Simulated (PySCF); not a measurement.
Fill in the blanks.

Compound: C₆H₆FP.
Z-matrix (Å and degrees, PBE0-D3(BJ)/def2-SVP geometry), rows numbered from 1:
```
C 
C   1  1.5006
C   2  1.3942  1  121.98
P   3  1.7390  2  127.56  1  -179.90
C   4  1.7369  3   99.84  2     0.02
C   5  1.3893  4  125.18  3    -0.09
C   6  1.3889  5  122.51  4     0.02
F   7  1.3363  2  117.11  1    -0.15
H   1  1.1012  2  111.04  3  -119.28
H   1  1.0977  2  110.90  3     1.41
H   1  1.1009  2  111.04  3   122.18
H   3  1.0963  2  116.54  1     0.04
H   5  1.0950  4  117.13  3   179.94
H   6  1.0940  5  120.68  4  -179.98
```

```json
{"property": "point group", "level": "PBE0-D3(BJ)/def2-SVP", "value": "Cs"}
{"property": "rotational constants A, B, C", "level": "PBE0-D3(BJ)/def2-SVP", "value": "?"}
{"property": "dipole moment", "level": "PBE0/def2-SVPD", "value": "?"}
{"property": "HOMO energy", "level": "PBE0/def2-SVPD", "value": "-6.96 eV"}
{"property": "LUMO energy", "level": "PBE0/def2-SVPD", "value": "?"}
{"property": "lowest singlet excitation", "level": "TDDFT PBE0/def2-SVPD", "value": "4.73 eV (262 nm, f = 0.015)"}
{"property": "strongest line among the 10 lowest singlet transitions", "level": "TDDFT PBE0/def2-SVPD", "value": "?"}
{"property": "lowest triplet excitation (Tamm–Dancoff)", "level": "TDA PBE0/def2-SVPD", "value": "3.16 eV"}
{"property": "static isotropic polarisability", "level": "PBE0/def2-SVPD", "value": "?"}
{"property": "vertical ionisation energy", "level": "ΔSCF PBE0/def2-SVPD", "value": "8.79 eV"}
{"property": "electronic spatial extent ⟨r²⟩ about the centre of nuclear charge", "level": "PBE0/def2-SVPD", "value": "?"}
{"property": "13C chemical shifts (computed TMS as zero) by class", "level": "GIAO HF/pcSseg-1", "value": "173.4 (C3), 172.6 (C5), 169.3 (C7), 140.8 (C2), 130.3 (C6), 19.6 (C1) ppm"}
{"property": "1H chemical shifts (computed TMS as zero) by class", "level": "GIAO HF/pcSseg-1", "value": "8.97 (H13), 8.86 (H12), 7.93 (H14), 2.61 (H9/H10/H11) ppm"}
{"property": "isotropic shieldings of nuclei other than C and H, by class", "level": "GIAO HF/pcSseg-1", "value": "?"}
{"property": "core binding energies", "level": "ΔSCF SCAN, pcX-2 on the ionised atom, pcseg-1 elsewhere, spin-free X2C, 2p3/2 from a spin–orbit splitting computed afterwards within the 2p shell", "value": "P2p3/2 135.8 (P4), C1s 290.2 (C3), C1s 290.3 (C5), C1s 290.7 (C6), C1s 290.9 (C2), C1s 291.0 (C1), C1s 292.6 (C7), F1s 693.0 (F8), P1s 2149.4 (P4) eV"}
```

The electronic properties come from PySCF, for the isolated species, density fitting. NMR classes are plain means over equivalent atoms (diastereotopic ones count apart unless rotation or inversion swaps them), as if these changed places fast; in this geometry the members of some classes differ.

(1) Give the strongest line among the 10 lowest singlet transitions.

(2) Give the electronic spatial extent ⟨r²⟩ about the centre of nuclear charge.

(3) The static isotropic polarisability?

(4) Give the rotational constants A, B, C.

(5) The dipole moment?

(6) What are the isotropic shieldings of nuclei other than C and H, by class?

(7) Give the LUMO energy.

Results:

(1) S7 at 6.51 eV (190 nm, f = 0.484).

(2) 1088 bohr².

(3) 94.8 au.

(4) 2.999, 1.509, 1.010 GHz.

(5) 0.81 D.

(6) 335 (F8), 140 (P4) ppm.

(7) -1.42 eV.

The dipole matches unit charges of opposite sign 0.17 Å apart (1 e·Å = 4.8032 D). The largest Löwdin shares of the LUMO are 0.35 on P4, 0.16 on C7, 0.15 on C3 and 0.15 on C5. The principal polarisabilities are 59.5, 104.0 and 120.9 au; their mean is the isotropic value.
